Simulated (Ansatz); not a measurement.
The cluster SnS2. Total charge 0; singlet. Geometry r2SCAN-D4/def2-TZVP.

```xyz
3

Sn    0.000    0.000    0.000
S     0.552    1.930   -0.857
S    -0.552   -1.930    0.857
```

In the def2 sets Sn takes a core potential; there is no spin–orbit coupling. LC-ωPBE has ω = 0.4 bohr⁻¹. Another isomer (singlet) lies 0.51 eV lower at PBE0-D4/def2-TZVP; other spin states weren't run for this one.

**Question.** Estimate the orbital energies around the gap (eV) in Ansatz with PBE-D4/def2-TZVP, BLYP-D4/def2-TZVP, r2SCAN-D4/def2-TZVP, PBE0-D4/def2-TZVP, LC-ωPBE/def2-TZVP.

**Answer.** 
| orbital | PBE-D4/def2-TZVP | BLYP-D4/def2-TZVP | r2SCAN-D4/def2-TZVP | PBE0-D4/def2-TZVP | LC-ωPBE/def2-TZVP |
| --- | --- | --- | --- | --- | --- |
| HOMO−9 | -27.07 | -26.90 | -27.92 | -30.08 | -32.89 |
| HOMO−8 | -27.07 | -26.90 | -27.92 | -30.08 | -32.89 |
| HOMO−7 | -17.60 | -17.41 | -18.35 | -19.79 | -23.32 |
| HOMO−6 | -17.31 | -17.12 | -18.08 | -19.47 | -22.85 |
| HOMO−5 | -11.52 | -11.36 | -11.87 | -12.83 | -15.64 |
| HOMO−4 | -8.68 | -8.46 | -9.00 | -9.73 | -12.11 |
| HOMO−3 | -7.46 | -7.26 | -7.78 | -8.65 | -11.42 |
| HOMO−2 | -7.46 | -7.26 | -7.78 | -8.65 | -11.42 |
| HOMO−1 | -6.52 | -6.33 | -6.80 | -7.61 | -10.14 |
| HOMO | -6.52 | -6.33 | -6.80 | -7.61 | -10.14 |
| LUMO | -3.65 | -3.55 | -3.54 | -2.83 | -0.67 |
| LUMO+1 | -2.98 | -2.86 | -2.89 | -2.33 | -0.42 |
| LUMO+2 | -2.98 | -2.86 | -2.89 | -2.33 | -0.42 |
| LUMO+3 | 1.06 | 1.05 | 1.80 | 1.71 | 3.52 |
| LUMO+4 | 1.91 | 1.95 | 2.63 | 2.43 | 3.85 |
| LUMO+5 | 1.91 | 1.95 | 2.63 | 2.43 | 3.85 |
